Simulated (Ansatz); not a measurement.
Program: Ansatz. Geometries: PBE0-D4/def2-TZVP. ΔE: electronic, gas phase. CCSD(T)/CBS is the MP2 limit (def2-TZVPP, def2-QZVPP) plus CCSD(T) − MP2 in def2-TZVPP, frozen cores. Functionals use def2-TZVPP. For Ge outer-core shells are correlated without core-valence functions, which leaves a few kJ/mol of doubt a bond. Scalar relativity is left out up to krypton. One conformer a species, not always the lowest.

Reaction (redistribution): `[GeH3][GeH3]` + `[SiH3][GeH2][SiH2][GeH2][GeH3]` → `[GeH3][GeH2][GeH2][GeH3]` + `[SiH3][GeH2][SiH3]`

`[GeH3][GeH3]`:

Z-matrix (Å, degrees):
```
Ge
Ge 1 2.420
H 1 1.537 2 110.3
H 1 1.537 2 110.4 3 120.0
H 1 1.537 2 110.3 3 -120.0
H 2 1.537 1 110.4 3 -179.4
H 2 1.537 1 110.3 3 -59.4
H 2 1.537 1 110.3 3 60.6
```

`[SiH3][GeH2][SiH2][GeH2][GeH3]`:

Z-matrix (Å, degrees):
```
Si
Ge 1 2.379
H 1 1.487 2 109.3
H 1 1.487 2 111.3 3 120.3
H 1 1.487 2 109.7 3 -119.0
Si 2 2.381 1 109.8 3 59.5
H 2 1.541 1 109.2 3 -59.7
H 2 1.540 1 110.4 3 -177.9
Ge 6 2.380 2 108.2 1 -49.1
H 6 1.489 2 110.5 1 -169.0
H 6 1.489 2 109.7 1 71.5
Ge 9 2.424 6 109.8 2 -49.6
H 9 1.540 6 111.3 2 -171.4
H 9 1.541 6 109.2 2 69.7
H 12 1.538 9 110.1 6 -58.8
H 12 1.537 9 111.2 6 -179.3
H 12 1.538 9 109.8 6 60.4
```

`[GeH3][GeH2][GeH2][GeH3]`:

```xyz
14

Ge    0.625    1.576    1.720
Ge   -1.137    1.258    0.087
Ge   -1.162   -1.052   -0.653
Ge    1.073   -1.729   -1.301
H     1.990    1.302    1.065
H     0.441    0.595    2.889
H     0.622    3.011    2.272
H    -2.498    1.645    0.694
H    -0.877    2.174   -1.124
H    -2.134   -1.229   -1.835
H    -1.648   -1.947    0.501
H     1.618   -0.777   -2.379
H     2.005   -1.666   -0.080
H     1.083   -3.162   -1.856
```

`[SiH3][GeH2][SiH3]`:

Z-matrix (Å, degrees):
```
Si
Ge 1 2.379
H 1 1.487 2 109.7
H 1 1.487 2 109.7 3 119.3
H 1 1.487 2 111.0 3 -120.4
Si 2 2.379 1 111.0 3 -60.0
H 2 1.541 1 109.6 3 178.9
H 2 1.541 1 109.6 3 61.1
H 6 1.487 2 109.7 1 59.5
H 6 1.487 2 111.0 1 179.8
H 6 1.487 2 109.7 1 -59.8
```

```
     level  ΔE (kJ/mol)
   BLYP-D4        -11.0
    B97M-V         -2.5
r2SCAN0-D4        -10.4
   ωB97X-V        -10.0
       PBE        -11.5
   r2SCAN0        -12.2
     BHLYP        -17.9
 CAM-B3LYP        -15.7
```

**Question.** What does CCSD(T)/CBS give? (Best estimate.)

**Answer.** Ansatz gave: -11.1 kJ/mol. The listed levels differ from it by 0.1, 8.6, 0.7, 1.1, -0.4, -1.1, -6.8, -4.6 kJ/mol.

Largest T1 diagnostic among the species: 0.012.

The D4 term adds +6.6 kJ/mol with B3LYP and +4.0 kJ/mol with PBE0; it sums over pairs of atoms, weighted by their polarisabilities, and B3LYP, whose exchange is more repulsive, gets the larger term. Leaving LDA and LC-ωPBE aside and taking each functional with its dispersion term where it has one, the values, not all of them listed here, spread over 13.5 kJ/mol, from B2PLYP to B97M-V. LDA lies +5.9 kJ/mol from PBE without D4.

B3LYP here is the variant with VWN-RPA as its local correlation; programs differ in this.
